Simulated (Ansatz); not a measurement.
Ansatz (a quantum-chemistry and plane-wave program) input (CCSD(T)/cc-pV(T+d)Z):
A basis named .json is the Basis Set Exchange file of that set.

Ansatz 0.2 input:
```yaml
crystal:
  periodic: [false, false, false]
  atoms:
    - {symbol: Si, position_ang: [-0.26818235, -0.36006559, 0.37185547]}
    - {symbol: H, position_ang: [-1.02968263, -1.36795845, -0.42623327]}
    - {symbol: F, position_ang: [0.53158173, 0.71209740, -0.53108260]}
basis:
  gaussian:
    orbitals: cc-pV_T+d_Z.json
magnetization: {spin_polarized: true, initial_magnetization: 2}
correlation: {method: ccsd_t, electrons: outside_noble_gas}
```

End of the output:

```
integrals: 0.10 GiB planned
504 factors; integrals over basis functions are off by at most 9.3e-4 eV
mean field: 0.14 GiB planned
mean field evaluation 1: about -10582.7725 eV, gradient 1.7e1 eV
mean field evaluation 2: about -10582.7773 eV, gradient 1.7e1 eV
mean field evaluation 4: about -10584.3812 eV, gradient 2.6e0 eV
mean field evaluation 8: about -10584.5211 eV, gradient 1.8e-1 eV
mean field evaluation 16: about -10584.4839 eV, gradient 1.1e0 eV
mean field evaluation 32: about -10581.0308 eV, gradient 8.8e-3 eV
mean field -10584.52189427 eV, -388.9740051676 hartree, gradient 6.8e-6 eV, S^2 2.005307; 1 other end points of the search recorded, 0 dependent functions left out
determinant -10584.52189427 eV, -388.9740051676 hartree, with singles and doubles -10593.90833833 eV, -389.3189506246 hartree
determinant -10581.03075681 eV, -388.8457082326 hartree, with singles and doubles -10590.70401328 eV, -389.2011938510 hartree
6 core orbitals not correlated
reference -10584.52189427 eV, -388.9740051676 hartree; 7, 5 occupied and 70, 72 virtual orbitals, 504 factors
second order -9.02877356 eV of doubles, -0.00000000 eV of singles
coupled cluster: 0.29 GiB planned
cycle   1  -9.35530028 eV  change    -1.1e0 eV  update   2.1e-2
cycle   2  -9.38190517 eV  change   -2.7e-2 eV  update   6.1e-3
cycle   3  -9.38442693 eV  change   -2.5e-3 eV  update   3.1e-3
cycle   4  -9.38695888 eV  change   -2.5e-3 eV  update   1.5e-3
cycle   5  -9.38792426 eV  change   -9.7e-4 eV  update   7.0e-4
cycle   6  -9.38819307 eV  change   -2.7e-4 eV  update   2.7e-4
cycle   7  -9.38818996 eV  change    3.1e-6 eV  update   9.3e-5
cycle   8  -9.38819161 eV  change   -1.6e-6 eV  update   3.8e-5
cycle   9  -9.38818135 eV  change    1.0e-5 eV  update   1.3e-5
perturbative correction -0.28628333 eV, -0.0105207184 hartree
Total energy: -10594.19635895 eV, -389.3295351870 hartree
```

This is an excited triplet: at this geometry the singlet lies 1.43 eV lower at CCSD(T)/CBS(aug-cc-pV(T+d)Z,aug-cc-pV(Q+d)Z).
